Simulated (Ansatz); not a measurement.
`OBSCO` + `[OH][GeH3]` → `OBO` + `OC[S][GeH3]`  (redistribution)

Calculated with Ansatz (gas phase, PBE0-D4/def2-TZVP geometries, no zero-point term in ΔE). CCSD(T)/CBS is the MP2 limit (def2-TZVPP, def2-QZVPP) plus CCSD(T) − MP2 in def2-TZVPP, frozen cores. This one scheme is used for every species. DFT in def2-TZVPP. B3LYP here is the variant with VWN-RPA as its local correlation; programs differ in this. For Ge outer-core shells are correlated without core-valence functions, which leaves a few kJ/mol of doubt a bond. Scalar relativity is left out up to krypton. Each species was taken in one conformer, which may not be the lowest.

```
             level  ΔE (kcal/mol)
           PBE0-D4          -20.6
           ωB97X-V          -19.3
            B2PLYP          -19.7
             B3LYP          -20.1
    MP2/def2-TZVPP          -19.5
SCS-MP2/def2-TZVPP          -19.0
SCS-MP2/def2-QZVPP          -19.2
     MP2/CBS(def2)          -20.0
```

Question: What does CCSD(T)/CBS give? (An estimate is asked.)

Answer: The calculation gave: -20.2 kcal/mol. The listed levels differ from it by -0.4, 0.9, 0.5, 0.1, 0.7, 1.2, 1.0, 0.2 kcal/mol.

Largest T1 diagnostic among the species: 0.013.

In def2-TZVPP, CCSD(T) changes the Hartree–Fock value by +0.9 kcal/mol (the triples alone add +0.3 kcal/mol) and MP2 by +1.2 kcal/mol.
